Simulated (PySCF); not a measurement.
2-methoxy-3-methylpyrazine, C6H8N2O.
Atom-mapped SMILES: `[CH3:1][O:2][c:3]1[n:4][cH:5][cH:6][n:7][c:8]1[CH3:9]` (hydrogens: H10, H11, H12 on C1; H13 on C5; H14 on C6; H15, H16, H17 on C9)

Structure used (GFN2-xTB), in Å, numbered top down from 1:
```
atom  x, y, z in Å
C1     2.5523   -0.6317    0.0649
O2     1.5279    0.3453    0.0422
C3     0.2722   -0.1219    0.0049
N4     0.0577   -1.4253   -0.0019
C5    -1.2094   -1.8356   -0.0355
C6    -2.2537   -0.9373   -0.0641
N7    -2.0369    0.3781   -0.0586
C8    -0.7948    0.8095   -0.0232
C9    -0.5367    2.2777   -0.0088
H10    3.4900   -0.0813    0.0897
H11    2.5017   -1.2614   -0.8259
H12    2.4588   -1.2672    0.9482
H13   -1.3559   -2.9064   -0.0375
H14   -3.2877   -1.2478   -0.0906
H15    0.0556    2.5608   -0.8774
H16   -1.4815    2.8126   -0.0156
H17    0.0335    2.5441    0.8794
```

Method: PySCF, TDDFT CAM-B3LYP/def2-SVPD, vertical, gas phase, core orbitals frozen in the response.

Each state is given a Gaussian of 0.25 eV full width at half maximum, with ε(max) = 2.175×10⁸ f / Δν̃ (Δν̃ the width in cm⁻¹). The width is an assumption, not a result. The curve ends short of the highest state used, and states not computed would add to its high-energy end.

λ (nm), ε (L mol⁻¹ cm⁻¹) and a bar:
```
    183.8         82 
    186.3        105 
    188.9         68 
    191.4        102 
    193.9        835 #
    196.4       4410 ######
    199.0      13129 ###################
    201.5      21105 ##############################
    204.0      20121 #############################
    206.5      11809 #################
    209.0       4417 ######
    211.6       1020 #
    214.1        168 
    216.6         20 
    219.1          2 
    221.7          2 
    224.2          2 
    226.7          5 
    229.2         28 
    231.7        164 
    234.3        765 #
    236.8       2461 ###
    239.3       5912 ########
    241.8      10782 ###############
    244.4      15305 ######################
    246.9      16722 ########################
    249.4      14533 #####################
    251.9      10189 ##############
    254.5       5699 ########
    257.0       2732 ####
    259.5       1193 ##
    262.0        605 #
    264.5        472 #
    267.1        477 #
    269.6        465 #
    272.1        399 #
    274.6        295 
    277.2        186 
    279.7        104 
    282.2         51 
    284.7         22 
    287.2          9 
    289.8          3 
    292.3          1
```

Question: Where are the band maxima, and which computed states make them?

Answer: 268 nm (4.63 eV), ε about 480, made up of S1 (97%) (hardly more than a shoulder); 247 nm (5.03 eV), ε about 17000, made up of S2 (100%); 203 nm (6.12 eV), ε about 22000, made up of S5 (100%); 186 nm (6.67 eV), ε about 110, made up of S6 (100%) (ε in L mol⁻¹ cm⁻¹; maxima over ε = 5, shares over 10%). The states used: S1 4.62 eV (f 0.0043); S2 5.03 eV (f 0.155); S3 5.51 eV (f 0.0000); S4 6.06 eV (f 0.0000); S5 6.12 eV (f 0.204); S6 6.67 eV (f 0.0010); S7 7.08 eV (f 0.0000); S8 7.34 eV (f 0.010).

Question: Coming from long wavelengths, where does ε first pass 100 L mol⁻¹ cm⁻¹?

Answer: At about 280 nm (4.43 eV), 0.19 eV below S1.

Question: What would ε be at 6.12 eV, the highest of these maxima, with half the width (0.125 eV)?

Answer: About 43900 L mol⁻¹ cm⁻¹ against 22000, a factor of about 2.00; a lone state at its own centre would give exactly 2.

Question: On this curve, what absorbance would a 10⁻⁴ mol/L sample give at 248 nm over a 1 cm path?

Answer: 248 nm is 4.999 eV, where ε is about 16000 L mol⁻¹ cm⁻¹, so A = ε c l ≈ 1.6 (Beer–Lambert, with the gas-phase spectrum and the assumed width).

One conformer stands for the species.
